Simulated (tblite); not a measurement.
Parent: `[CH3:1][C:2]([CH3:3])([CH3:4])[p:5]1[pH:6][pH:7]1`, C4H11P3.

The geometries are computed with GFN2-xTB (gas phase). One conformer each, not checked by frequencies here.

| coordinate of the parent | value |
| --- | --- |
| C1–C2 | 1.529 Å |
| C2–C3 | 1.531 Å |
| C2–C4 | 1.524 Å |
| C2–P5 | 1.909 Å |
| P5–P6 | 2.173 Å |
| P6–P7 | 2.172 Å |
| P5–P7 | 2.193 Å |
| C1–C2–C3 | 109.5° |
| C1–C2–C4 | 110.9° |
| C1–C2–P5 | 108.0° |
| C3–C2–C4 | 109.3° |
| C3–C2–P5 | 104.3° |
| C4–C2–P5 | 114.6° |
| C2–P5–P6 | 103.7° |
| C2–P5–P7 | 107.6° |
| P6–P5–P7 | 59.7° |
| P5–P6–P7 | 60.6° |
| P5–P7–P6 | 59.7° |

**Question.** How does the shared frame change in `[CH3:1][C:2]([CH3:3])([CH3:4])[p:5]1[pH:6][p:7]1[SiH3:8]`, C4H13P3Si? Atoms pair as C1 = C3, C2 = C2, C3 = C4, C4 = C1, P5 = P5, P6 = P6, P7 = P7 (parent first).

**Answer.** 
```tsv
parent	relative	value in the relative	change
C1–C2	C3–C2	1.531 Å	+0.002
C2–C3	C2–C4	1.531 Å	0.000
C2–C4	C2–C1	1.526 Å	+0.002
C2–P5	C2–P5	1.903 Å	-0.006
P5–P6	P5–P6	2.166 Å	-0.007
P6–P7	P6–P7	2.193 Å	+0.021
P5–P7	P5–P7	2.173 Å	-0.020
C1–C2–C3	C3–C2–C4	110.1°	+0.6
C1–C2–C4	C3–C2–C1	110.0°	-0.9
C1–C2–P5	C3–C2–P5	106.6°	-1.4
C3–C2–C4	C4–C2–C1	109.9°	+0.6
C3–C2–P5	C4–C2–P5	106.3°	+2.0
C4–C2–P5	C1–C2–P5	113.8°	-0.8
C2–P5–P6	C2–P5–P6	102.8°	-0.9
C2–P5–P7	C2–P5–P7	101.8°	-5.8
P6–P5–P7	P6–P5–P7	60.7°	+1.0
P5–P6–P7	P5–P6–P7	59.8°	-0.8
P5–P7–P6	P5–P7–P6	59.5°	-0.2
```

Of the parent's bonds, P6–P7 and P5–P7 change most and about equally (-0.020 to +0.021 Å). Bonds of the relative outside the shared frame: P7–Si8 2.256 Å. Point group C1 → C1.
